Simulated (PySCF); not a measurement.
## Relaxation of singlet H₄RuO₂

These are results of PBE0 in PySCF with Ru def2-TZVP with ECP28, O def2-TZVP, H def2-TZVP; scalar-relativistic core potentials, no spin–orbit coupling; density-fitted integrals, not measurements. A (50,194) grid was used.

A start displaced from a saddle point along its imaginary mode, of C2v symmetry, held to at least that symmetry:

Coordinates in bohr (charge 0 multiplicity 1):
```
Ru   -0.0679    0.0000    0.0679
O     0.2579    3.1838   -0.2579
O     0.2579   -3.1838   -0.2579
H     1.4840    0.0000    3.2236
H    -2.2546    0.0000   -2.6768
H     2.6768    0.0000    2.2546
H    -3.2236    0.0000   -1.4840
```

(1) What forces act on the atoms at the start (eV/Å)?

(2) What does it relax to?

(3) How much energy is released, and in how many steps?

Results:

(1) 
```tsv
atom	Fx	Fy	Fz
Ru1	0.31	0.00	-0.31
O2	-0.16	-1.28	0.16
O3	-0.16	1.28	0.16
H4	-0.01	0.00	-0.07
H5	0.01	0.00	0.07
H6	-0.07	0.00	-0.01
H7	0.07	0.00	0.01
```

(2) It ends at C2v with H–H 0.815 Å (×2), Ru–H 1.847 Å (×4), Ru–O 1.679 Å (×2); H–H–Ru 77.1° (×2), H–H–Ru 77.4° (×2), H–Ru–H 25.5° (×2), H–Ru–H 139.0°, H–Ru–H 164.5° (×2), H–Ru–H 170.1°, H–Ru–O 89.2° (×4), H–Ru–O 93.0° (×4), O–Ru–O 162.6°. A frequency run shows a minimum. Other isomers or separated fragments may lie lower.

(3) 3.2 kJ/mol in 10 steps.
